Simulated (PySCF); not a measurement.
Si(OSiH3)(Me)2(Cl) (C2H9ClOSi2), SMILES C[Si](C)(Cl)O[SiH3].

Geometry optimised at PBE-D3(BJ)/def2-SVP. The values are those of a single conformer.

Computed with PySCF with SMD-ωB97X/def2-SVP.

Solvation free energies are E(SMD) − E(gas) at the gas-phase geometry, for 1 M in both phases. In vacuum the dipole moment is 1.63 D.

### Question
Rank water, 1-octanol, methanol by solvation free energy, most negative first.

### Answer
methanol (-3.4 kcal/mol), 1-octanol (-2.8 kcal/mol), water (1.4 kcal/mol)
